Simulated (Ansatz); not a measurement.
Total energies of the cluster Sn₂S₄ (the lowest singlet isomer of a short search) from Ansatz at PBE-D4/def2-TZVP, gas phase (1 Eh = 27.2114 eV = 2625.5 kJ/mol). The reference geometry is relaxed at PBE-D4/def2-SVP.

```csv
atom,x (Å),y (Å),z (Å)
Sn1,-0.534,1.767,-0.515
Sn2,0.533,-1.770,0.520
S3,1.615,0.632,0.604
S4,-1.611,-0.636,-0.607
S5,0.633,-0.036,2.396
S6,-0.636,0.043,-2.399
```

```json
{"state": "charge 0 singlet", "geometry": "reference", "energy (Eh)": "-2020.96093"}
{"state": "charge 1 doublet", "geometry": "reference", "energy (Eh)": "-2020.68279"}
{"state": "charge 0 triplet", "geometry": "relaxed at PBE-D4/def2-SVP", "energy (Eh)": "-2020.90257"}
{"state": "charge 0 quintet", "geometry": "relaxed at PBE-D4/def2-SVP", "energy (Eh)": "-2020.84285"}
{"state": "free Sn atom (triplet)", "geometry": "–", "energy (Eh)": "-214.24935"}
{"state": "free S atom (triplet)", "geometry": "–", "energy (Eh)": "-397.93833"}
```

In the def2 sets Sn takes a core potential; there is no spin–orbit coupling.

Question: Work out the vertical ionisation energy to the doublet.

Answer: E(charge 1 doublet) − E(charge 0 singlet) = -2020.68279 − (-2020.96093) = 0.27814 Eh = 7.57 eV. For comparison, −ε of the highest occupied level is 5.22 eV at this level, 2.35 eV less.

Question: Which of the charge 0 states is lowest, and how far above it are the others?

Answer: The singlet. triplet: -2020.90257 − (-2020.96093) = 0.05836 Eh = 153.2 kJ/mol; quintet: -2020.84285 − (-2020.96093) = 0.11808 Eh = 310.0 kJ/mol. The triplet differs in its bonds from the reference. The quintet differs in its bonds from the reference.

Question: What is the binding energy per atom against free atoms?

Answer: Atoms: 2 × (-214.24935) + 4 × (-397.93833) = -2020.25202 Eh. Binding: -2020.25202 − (-2020.96093) = 0.70891 Eh = 19.29 eV, or 3.22 eV for each of 6 atoms (no zero-point energy, no counterpoise term).

The structure comes from a short search, and lower isomers may exist.
